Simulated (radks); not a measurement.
The mean radii <r> (bohr) of the occupied orbitals of an atom or ion are listed with their occupations. All-electron calculation, non-relativistic Kohn-Sham, PBE, spin-polarised, spherical densities, point nucleus. Program: a radial shooting solver on a logarithmic mesh with Libxc functionals.

| orbital | occ. | <r> |
|---|---|---|
| 1s up | 1 | 0.04129 |
| 1s down | 1 | 0.04129 |
| 2s up | 1 | 0.1822 |
| 2s down | 1 | 0.1822 |
| 2p up | 3 | 0.1569 |
| 2p down | 3 | 0.1569 |
| 3s up | 1 | 0.5214 |
| 3s down | 1 | 0.5211 |
| 3p up | 3 | 0.5229 |
| 3p down | 3 | 0.5224 |
| 3d up | 5 | 0.5219 |
| 3d down | 5 | 0.5199 |
| 4s up | 1 | 1.383 |
| 4s down | 1 | 1.383 |
| 4p up | 3 | 1.518 |

Name the element and its charge. Open shells, if any, are filled with parallel spins first.

Answer. Z = 37, rubidium, charge +4: Rb4+ in [Ar] 3d10 4s2 4p3. The 1s radius gives Z: for a bare nucleus <r> = 1.5/Z, 0.04054 bohr for Z = 37, and screening makes it slightly larger (0.04129 here). The occupations add up to 33, and the charge is Z minus that.
